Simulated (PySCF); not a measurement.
HOSi, SMILES O=[SiH] (connectivity only; charge and spin as stated), charge +1, multiplicity 1. Atoms are numbered in the order given.

```xyz
3

O      0.0000     0.0000     1.0330
Si     0.0000     0.0000    -0.4519
H      0.0000     0.0000    -1.9375
```
Charge +1, spin multiplicity 1.

The structure is a stationary point at PBE0-D3(BJ)/def2-TZVPD. The multiplicity is an assumed one; other spin states were not compared. The isomer is the one that the SMILES or the coordinates give; other isomers of the formula were not compared.

Two levels are set side by side: PBE/pcSseg-2 (PySCF) and B3LYP/pcSseg-2 (PySCF). GIAO shifts against H2O (¹⁷O), TMS (²⁹Si), TMS (¹H) at the same level; non-relativistic, no solvent, atoms listed together averaged. Differences are taken from unrounded values.

```tsv
quantity	B3LYP	PBE	PBE minus B3LYP
δ(¹⁷O) of O1 (ppm)	422.5	421.2	-1.3
δ(²⁹Si) of Si2 (ppm)	58.5	45.9	-12.6
δ(¹H) of H3 (ppm)	8.74	8.73	-0.01
```

Rough cost on one machine, each run with all the roots and properties that it gave: B3LYP against PBE within a factor of 2.
